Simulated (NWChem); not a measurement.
sulfur tetrafluoride (SF4); SMILES FS(F)(F)F

```xyz
5

F      1.2205     0.0000     0.6180
S      0.0000     0.0000    -0.3866
F      0.0000    -1.6542    -0.2744
F      0.0000     1.6542    -0.2744
F     -1.2205     0.0000     0.6180
```
Atoms are numbered in this order, from 1.

Computed with NWChem. Pople sets run with spherical d functions. STO-3G and 3-21G are far too small for this property and stand as cheap habits. Structure relaxed at the PBE0/def2-SVP level. Vertical excitations in the gas phase; the lowest state need not have the same character in each row.

| level | basis functions | lowest excitation, singlet (eV) | oscillator strength of that lowest state | orbital gap (eV) | relative time |
|---|---|---|---|---|---|
| CAM-B3LYP/3-21G, TDA | 49 | 5.94 | 0.034 | 9.89 | 1 |
| CAM-B3LYP/6-31G*, TDA | 74 | 6.66 | 0.061 | 10.39 | 4 |
| CAM-B3LYP/6-31+G*, TDA | 94 | 6.61 | 0.065 | 10.27 | 10 |
| CAM-B3LYP/def2-SVP, TDA | 74 | 6.70 | 0.062 | 10.43 | 3 |

Times are rough ratios from one shared machine.
